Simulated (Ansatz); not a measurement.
`C[Si](Cl)(Cl)[GeH3]` → `Cl[Si]Cl` + `[CH3][GeH3]` at 298.15 K and 1 bar (silylene formation by 1,1-elimination).

Calculated with Ansatz (gas phase, PBE0-D4/def2-TZVP geometries, no zero-point term in ΔE). CCSD(T)/CBS is the MP2 limit (def2-TZVPP, def2-QZVPP) plus CCSD(T) − MP2 in def2-TZVPP, frozen cores. This one scheme is used for every species. For Ge outer-core shells are correlated without core-valence functions, which leaves a few kJ/mol of doubt a bond. Scalar relativity is left out up to krypton.

| species | CCSD(T)/CBS energy (Eh) | H − E (kJ/mol) | S (J/(mol·K)) |
| --- | --- | --- | --- |
| `C[Si](Cl)(Cl)[GeH3]` | -3326.53256 | 195.3 | 404.2 |
| `Cl[Si]Cl` | -1208.69388 | 19.9 | 281.9 |
| `[CH3][GeH3]` | -2117.76728 | 170.1 | 269.4 |

H − E and S are ideal-gas, rigid-rotor, harmonic terms from PBE0-D4/def2-TZVP. 1 Eh = 2625.50 kJ/mol, R = 8.31446 J/(mol·K).

Task: By hand: ΔE, ΔH, ΔS and ΔG.

Result: ΔE = (-1208.69388) + (-2117.76728) − (-3326.53256) = 0.07140 Eh = 187.5 kJ/mol. Δ(H − E) = 19.9 + 170.1 − 195.3 = -5.3, so ΔH = 182.2 kJ/mol. ΔS = 281.9 + 269.4 − 404.2 = 147.1 J/(mol·K). ΔG = 182.2 − 298.15 × (147.1)/1000 = 138.3 kJ/mol.

Task: By hand: the equilibrium constant, and the temperature at which ΔG would vanish if ΔH and ΔS stayed fixed.

Result: log₁₀ K = −ΔG/(RT ln 10) = -24.2. ΔG = 0 at ΔH/ΔS = 1239 K.

The number of gas molecules changes by +1, which sets the sign of ΔS. A doubt of 5 kJ/mol in ΔE shifts log₁₀ K by 0.9 here. These are equilibria of isolated gas molecules and say nothing of rates. Largest T1 diagnostic: 0.013 (customary marks: 0.02 for closed shells, 0.045 for open ones).
